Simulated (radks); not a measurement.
Problem. Excited configurations of Eu3+: one electron is placed in a higher orbital outside [Xe] 4f5. The ground configuration is [Xe] 4f6. Method: Dirac Kohn-Sham, LDA (Slater exchange, Perdew-Wang correlation), spin-unpolarised, spherical densities, point nucleus; open shells fill j = l - 1/2 first; computed with a radial shooting solver on a logarithmic mesh with Libxc functionals. Excitation = E - E(ground); binding = E(ion) - E, where the ion is the core of charge +4; n* = 4/sqrt(2 binding) in atomic units, and the quantum defect is n - n*.

outer orbital  excitation (eV)  binding (eV)     n*  quantum defect  eigenvalue (eV)  <r> (bohr)
5d3/2                   11.103        32.147  2.602           2.398          -26.849       2.076
6p1/2                   19.954        23.296  3.057           2.943          -20.404       3.428
6d3/2                   27.624        15.626  3.732           2.268          -13.649       4.676
6f5/2                   33.835         9.415  4.808           1.192           -8.164       7.295
7p1/2                   30.058        13.192  4.062           2.938          -11.721       6.141
7f5/2                   36.683         6.567  5.758           1.242           -5.802       11.21

Estimate the row for 5f5/2.

Solution. excitation (eV) 28.888; binding (eV) 14.362; n* 3.893; quantum defect 1.107; eigenvalue (eV) -11.974; <r> (bohr) 4.106. The Delta-SCF ionisation energy is 43.250 eV (NIST Atomic Spectra Database: 42.9 eV, semi-empirical). Self-interaction in the functional shifts the binding energies and quantum defects, so they are the method's values and not measured ones. Spin polarisation and multiplet splitting are left out, so open shells lie too high by an amount that depends on their filling.

Beside tabulated values, note that spin-unpolarised runs miss the spin-polarisation part of the exchange energy of open shells.
